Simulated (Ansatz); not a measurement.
Ideal-gas functions of `[CH2]1[SiH2][SbH]1` at 400 K and 1 bar, from an Ansatz frequency run at PBE0-D4/def2-TZVP.

Molar mass 166.9 g/mol, point group C1 (symmetry number 1), electronic degeneracy 1, moments of inertia 41.765, 185.602, 212.056 u Å². Harmonic wavenumbers (cm⁻¹, unscaled): 329, 343, 413, 472, 533, 576, 629, 757, 772, 861, 890, 925, 1376, 1946, 2242, 2267, 3141, 3229.

Use S(trans) = R[1.5 ln M + 2.5 ln T − 1.1517]; rotational temperatures θ = 24.2544 K / I; S(rot) = R[ln(√π/σ · √(T³/θAθBθC)) + 1.5]; for each mode x = 1.438777 ν̃/T, S = R[x/(eˣ − 1) − ln(1 − e⁻ˣ)] and H = RT x/(eˣ − 1); 1 cm⁻¹ = 0.0119627 kJ/mol; R = 8.31446 J/(mol·K).

Task: By hand: the entropy, in J/(mol·K).

Result: Translation 178.8. Rotation: θ = 0.5807, 0.1307, 0.1144 K, giving 111.7. Vibration, mode by mode: 7.38, 7.08, 5.75, 4.85, 4.07, 3.60, 3.10, 2.16, 2.07, 1.60, 1.48, 1.33, 0.35, 0.06, 0.02, 0.02, 0.00, 0.00, in all 44.9. Electronic 0.0. Sum 335.4 J/(mol·K).

Task: By hand: H − E and G − E in kJ/mol, counted from the electronic energy.

Result: Zero-point energy ½ × 21701 × 0.0119627 = 129.8; thermal vibration 11.9; translation, rotation and pV give 4 RT = 13.3. H − E = 155.0 kJ/mol, and G − E = 155.0 − 400 × 335.4/1000 = 20.8 kJ/mol.

Vibration gives 13 % of the entropy. The sum counts one conformer and one mirror image; others add a mixing term.
